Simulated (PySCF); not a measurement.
Species: C₆H₁₄BP.
SMILES with atom numbers: `[BH3-:1][P+:2]1([C:3]([CH3:4])([CH3:5])[CH3:6])[CH:7]=[CH:8]1` (hydrogens: H9, H10, H11 on B1; H12, H13, H14 on C4; H15, H16, H17 on C5; H18, H19, H20 on C6; H21 on C7; H22 on C8)

Theory: PBE0-D3(BJ)/def2-SVP geometry optimisation, gas phase in PySCF.

Q: Give the optimised bond lengths and angles.

A: 
```csv
bond,length (pm)
B1–P2,191.6
P2–C3,186.7
"C3–C4, C3–C5, C3–C6",152.9
"P2–C7, P2–C8",178.6
C7=C8,131.9
"B1–H9, B1–H10, B1–H11",122.2
C4–H12 and 8 like bonds,110.1
"C7–H21, C8–H22",109.0
```

Bonds in one row agree within 1 pm and their mean is given. A selection of angles:
```csv
angle,degrees
B1–P2–C3,118.5
B1–P2–C7,124.8
C3–P2–C7,111.6
C7–P2–C8,43.3
P2–C3–C4,106.9
P2–C3–C5,111.1
C4–C3–C5,110.7
C4–C3–C6,110.3
P2–C7–C8,68.3
```

Torsions: B1–P2–C3–C4 65° (synclinal); B1–P2–C7–C8 -107° (anticlinal); B1–P2–C8–C7 105° (anticlinal). The mirror-image conformer, all signs reversed, is as good.

Of the pairs four or more bonds apart, C7···H16 is among the closest relative to their van der Waals radii: 2.80 Å, 97 % of the sum of Bondi's values. The 3-membered ring P2–C7–C8 has internal angles of 43.3° to 68.3°. B1 (four-coordinate boron) is distorted tetrahedral (angles from 104.2° to 114.3°). P2 (phosphorus bonded to B and 3 C) has angles from 43.3° to 125.4°. The 3 C–P bonds span 1.786 Å (P2–C8, drawn single) to 1.867 Å (P2–C3, drawn single), a spread of 0.081 Å. The C–C distances run from 1.319 Å (C7=C8, drawn double) to 1.531 Å (C3–C4, drawn single), a spread of 0.212 Å.

Point group: C1 (no symmetry element, even within 0.4 Å). Whether it is a minimum is left open (no frequencies).
